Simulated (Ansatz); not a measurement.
`C[Se]B(F)Cl`, relaxed with RKS PBE0-D4/def2-TZVP in the Gaussian-basis code of Ansatz from a PBE-D4/def2-SVP geometry. The force threshold is 0.005 eV/Å; the program also tests the step.

The species carries charge 0 and has multiplicity 1.

Start:

```xyz
8

C    -0.844   -0.953    0.405
Se   -0.817    1.014    0.357
B     0.923    1.305   -0.449
F     1.312    2.563   -0.655
Cl    2.016   -0.004   -0.922
H    -1.787   -1.240    0.906
H    -0.823   -1.357   -0.622
H     0.020   -1.329    0.980
```

**Question.** How much energy does the relaxation release, and in how many steps? (An estimate is asked.)

**Answer.** Ansatz gave: 0.68 kcal/mol, in 10 steps, 2 of them rejected.

**Question.** Which bonds change most? (An estimate is asked.)

**Answer.** Ansatz gave: C1–Se2 from 1.968 to 1.948 Å; C1–H7 from 1.104 to 1.087 Å; C1–H8 from 1.104 to 1.087 Å; C1–H6 from 1.105 to 1.088 Å.

**Question.** Give the relaxed structure. (Best estimate.)

**Answer.** Ansatz gave: 
```xyz
8

C    -0.836   -0.950    0.409
Se   -0.799    0.997    0.371
B     0.916    1.296   -0.451
F     1.301    2.542   -0.648
Cl    1.994    0.006   -0.952
H    -1.784   -1.227    0.867
H    -0.782   -1.341   -0.603
H    -0.010   -1.324    1.008
```
